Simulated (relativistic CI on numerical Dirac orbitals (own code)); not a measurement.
## One change at a time: Xe XLV

Base calculation: Dirac-Coulomb-Breit CI, separate exchange-only KLI orbitals for each configuration, model QED (radiative potential, 1s self-energy scaled to tabulated hydrogen-like ionisation energies), unscaled Slater integrals.

CI space (outside the closed core 1s2): 2s2 2p6, 2s2 2p5 3s, 2s2 2p5 3p, 2s2 2p5 3d, 2s 2p6 3s, 2s 2p6 3p, 2s 2p6 3d, 2s2 2p5 4s, 2s2 2p5 4p, 2s2 2p5 4d, 2s2 2p5 4f, 2s 2p6 4s, 2s 2p6 4p, 2s2 2p4 3s2, 2s 2p6 4d, 2s 2p6 4f, 2s2 2p5 5s, 2s2 2p4 3s 3p, 2s2 2p5 5p, 2s2 2p5 5d, 2s2 2p5 5f, 2s2 2p5 5g, 2s2 2p4 3p2, 2s2 2p4 3s 3d, 2s2 2p4 3p 3d, 2s 2p5 3s2, 2s2 2p4 3d2, 2s 2p5 3s 3p, 2s 2p5 3p2, 2s 2p5 3s 3d, 2s 2p6 5s, 2s 2p6 5p, 2s 2p6 5d, 2s 2p6 5f, 2s 2p6 5g, 2s 2p5 3p 3d. Levels of other configurations are missing.

The lowest level and the first level of each name with at least 55 % of one term (blank where a level has no safe partner in the second run):

| Level | Base (eV) | Shift (eV) |
| --- | --- | --- |
| 2s2 2p6 1S_0 | 0.00 | 0.00 |
| 2s2 2p5 3s 3P°_2 | 4208.89 | +0.13 |
| 2s2 2p5 3s 1P°_1 | 4214.44 | +0.26 |
| 2s2 2p5 3p 3D_3 | 4389.51 | -0.12 |
| 2s2 2p5 3p 1P_1 | 4389.51 | +0.39 |
| 2s2 2p5 3p 3P_2 | 4397.84 | -0.21 |
| 2s2 2p5 3d 3P°_0 | 4496.70 |  |
| 2s2 2p5 3d 3P°_1 | 4502.59 |  |
| 2s2 2p5 3d 3D°_2 | 4510.40 |  |
| 2s2 2p5 3d 3F°_4 | 4522.71 |  |
| 2s2 2p5 3d 3D°_3 | 4533.91 |  |
| 2s2 2p5 3s 3P°_0 | 4543.25 | +0.26 |
| 2s2 2p5 3p 3D_1 | 4635.43 | +0.07 |
| 2s2 2p5 3d 3F°_2 | 4839.50 |  |

At this charge energies of transitions that change n are usually good to better than 1 %, and those within a shell (Δn = 0) to a few per cent.

(1) One thing was changed in a second run, which moved the levels as shown. Which?
A. Breit term removed
B. only the first 3 configurations
C. QED terms removed

## Answers

(1) B. Only the first 3 configurations. With fewer configurations the levels that remain lose their mixing partners.

LS names give the leading component of a level, which can be under half, so a name can repeat, a term be missing and a line seem to break the LS rules.
